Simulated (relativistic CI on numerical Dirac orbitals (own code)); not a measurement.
## Spin-allowed bands of a d8 ion in a tetrahedral site, by hand

Problem. Take Δ = 4450 cm⁻¹ and B = 750 cm⁻¹ for a d8 ion in a tetrahedral site. Calculate the three spin-allowed bands.

Working.
1. The terms of highest spin are 3F (energy 0) and 3P (15B = 11250 cm⁻¹). Here the F term splits into A2 at +1.2Δ = 5340, T2 at +0.2Δ = 890 and T1 at −0.6Δ = -2670 cm⁻¹.
2. The two T1 states mix through the element 0.4Δ: H = [[-2670, 1780], [1780, 11250]], with roots ½(H₁₁ + H₂₂) ∓ ½√[(H₂₂ − H₁₁)² + 4H₁₂²] = ½(8580) ∓ ½(14368) = -2894 and 11474 cm⁻¹.
3. The ground term is 3T1 at -2894 cm⁻¹.
4. Bands: 3T2 3784 cm⁻¹ (2643 nm), 3A2 8234 cm⁻¹ (1214 nm), 3T1(P) 14368 cm⁻¹ (696 nm).

Check. Exact diagonalisation of the whole d8 shell with these parameters gives 3T2 3784, 3A2 8234, 3T1 14368 cm⁻¹. The match is exact, since without spin-orbit coupling no other term has this spin. The ratio of the second band to the first, 2.176, depends on Δ/B = 5.9 alone, which is how a Tanabe-Sugano diagram is read.
